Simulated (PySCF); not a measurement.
# Calculated NMR data

Calculated, not measured (PySCF 2.14): structure optimised with PBE0-D3(BJ)/def2-SVP, shielding tensors at PBE0/pcSseg-1 (GIAO). Isolated molecule, relativity neglected, equivalent nuclei averaged, a single conformation.

Shifts are taken against calculated references (same method and geometry level): ¹H and ¹³C against TMS. Where no couplings were computed, multiplicities follow the n + 1 count of equivalent neighbours, and m marks all less simple cases (inequivalent or close neighbours, rings, F or P nearby). Couplings to H on boron are left out. Carbons bonded to boron are broad in practice. Shifts are as computed. Against solution values, carbons near 30 ppm lie about +2 ppm off and those near 130 ppm about +5 ppm. Of 1309 compounds with measured shifts, 239 miss one by over three times the rms of a fit or turn the order of signals round; such compounds aren't used in these exercises.

**1.** `CCCBC1CCC1`, C₇H₁₅B. ¹H NMR (600 MHz, computed): δ 7.40 (br, 1H), 2.11 (m, 1H), 2.08 (m, 1H), 2.02 (m, 2H), 1.92 (m, 2H), 1.66 (m, 2H), 1.65 (m, 1H), 1.29 (m, 2H), 0.85 (t, 3H). ¹³C{¹H} NMR (computed): δ 40.7 (CH), 34.5 (CH2), 26.8 (CH2), 23.9 (CH2), 22.6 (CH2), 19.2 (CH3).

**2.** `C1CB[C@@H](C)[C@@H](C)C1`, C₇H₁₅B. ¹H NMR (600 MHz, computed): δ 7.48 (br, 1H), 1.99 (m, 1H), 1.76 (m, 1H), 1.61 (m, 1H), 1.49 (m, 1H), 1.40 (m, 1H), 1.25 (m, 1H), 1.22 (m, 1H), 1.00 (d, 3H), 0.71 (d, 3H), 0.65 (m, 1H). ¹³C{¹H} NMR (computed): δ 34.2, 33.7, 31.4, 28.4, 26.6, 21.9, 5.1.
